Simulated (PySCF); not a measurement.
A ladder for the ionisation energy of N²⁺

N²⁺ [He] 2s2 2p1 (2P) → N³⁺ [He] 2s2 (1S). Scalar values calculated with PySCF 2.14 in aug-cc-pVQZ (non-relativistic; valence: 1s2 frozen). The spin-orbit shift comes from two-component X2C-1e calculations (generalised Hartree-Fock, GHF, and MP2 on its spinors, GMP2) in x2c-QZVPPall-2c: GMP2 gives 47.518 eV without and 47.532 eV with screened spin-orbit coupling, a shift of 0.014 eV (GHF: 0.015 eV). Sums use unrounded values; where a UHF row is shifted, it takes the GHF shift.

| method | scalar (eV) | plus spin-orbit shift (eV) | error (eV) |
| --- | --- | --- | --- |
| UHF | 47.295 | 47.310 | -0.135 |
| MP2 (valence) | 47.522 | 47.536 | 0.091 |
| SCS-MP2 (valence) | 47.472 | 47.486 | 0.041 |
| CCSD (valence) | 47.268 | 47.282 | -0.163 |
| CCSD(T) (valence) | 47.300 | 47.314 | -0.132 |
| LDA | 47.862 | 47.876 | 0.431 |
| PBE | 48.018 | 48.032 | 0.587 |
| PBE0 | 48.002 | 48.016 | 0.570 |
| r2SCAN | 48.222 | 48.236 | 0.790 |
| TPSS | 48.223 | 48.237 | 0.791 |
| B3LYP | 48.289 | 48.303 | 0.857 |
| wB97M-V | 47.546 | 47.560 | 0.115 |
| r2SCANh | 48.205 | 48.219 | 0.774 |

Reference: 47.445 eV (semi-empirical (NIST evaluation); NIST Atomic Spectra Database, ionization energies).

The errors of the correlated levels include the incompleteness of the basis and the frozen core, so a lower level can come closer by cancellation.
